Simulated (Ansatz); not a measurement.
Cost and result up the ladder for Bi₈O₁₈H₁₂ (38 atoms). Charge 0, multiplicity 1. Geometry: r2SCAN-D4/def2-SVP.

```xyz
38

Bi   -0.5406    1.2611    1.0811
Bi   -0.6705   -0.1998   -2.7460
Bi    0.5146   -2.5061    0.0145
Bi    2.3328    0.2508    3.0294
Bi    1.4196    2.7023   -1.5796
Bi   -2.9594   -0.8711    0.1583
Bi   -0.5658   -1.4415    3.5774
Bi   -2.9739    2.3773   -1.6736
O     1.5831    1.2768    0.1477
O     1.4121    0.4980   -2.5361
O     0.1364    3.3676    0.1240
O     3.3873    3.1814   -0.9208
O    -2.2236    4.2118   -0.7706
O    -1.0135    1.9379   -2.2789
O     1.0804    2.0164    3.0729
O    -3.0902   -0.1874   -2.1778
O     1.8092   -4.1664   -0.4278
O     0.0044   -2.4341   -2.2035
O     0.7110   -0.5842    1.9527
O     2.2050   -1.1426   -0.6235
O    -0.8798   -0.3562   -0.5527
O    -2.0152   -2.8866   -0.4643
O     1.3382   -0.7149    4.5342
O    -2.8329    1.4172    0.1905
O    -0.0419   -3.3068    2.6106
O    -1.9211   -0.6252    2.0490
H     1.9094    0.3629   -0.1080
H     1.8699   -0.1769   -1.9517
H    -0.6758    3.8339   -0.2282
H     3.5489    2.6988   -0.0965
H    -2.7123    4.3766    0.0512
H     1.4888    2.7688    2.6099
H    -3.7172   -0.6250   -2.7740
H     1.8603   -4.2503   -1.3925
H    -0.8703   -2.8632   -2.0897
H     2.9820   -1.7083   -0.7506
H    -2.4312   -3.6401   -0.0165
H     0.5419   -3.8530    3.1596
```

Ansatz on 2 threads of AMD EPYC 7R13 on a shared host and a share (18 GiB) of an NVIDIA H100 80GB HBM3. Times are rough, and most runs start from the orbitals of an earlier one. PBE0-D4/def2-SVP serves as the yardstick here, not as an exact answer. Differences are given only for rows in sets of like size (and for xTB, whose basis is part of the method), since another set adds its own error. Binding counts from free atoms at the same level (Bi quartet, O triplet, H doublet; other spins of the atoms weren't run), without zero-point energy or a counterpoise term.

In the def2 sets Bi takes a core potential; there is no spin–orbit coupling. Correlated methods freeze 50 core orbitals; core or outer-core shells of Bi are correlated, in sets that lack core-valence functions. The rows differ in basis, and correlated rows in double-zeta sets carry the largest basis error. Single mean-field runs in def2-SVP, def2-mTZVP are fitted with def2-universal-jkfit.

Correlated methods converge slowly with the basis, most of all in double-zeta sets.

```tsv
level	functions	wall time	binding energy per atom (eV)	difference from PBE0-D4/def2-SVP (eV)
PBE0-D4/def2-SVP	520	6 s	3.43	0.00
revPBE-D4/def2-SVP	520	6.5 s	3.58	0.15
PBE-D4/def2-SVP (with forces)	520	7.5 s	3.73	0.30
BLYP-D4/def2-SVP	520	7.5 s	3.72	0.29
r2SCAN-D4/def2-mTZVP	756	8.5 s	3.47	–
r2SCAN-D4/def2-SVP (with forces)	520	9 s	3.50	0.07
B97M-V/def2-SVP	520	9 s	3.61	0.18
MP2/def2-SVP	520	9 s	3.24	-0.19
```
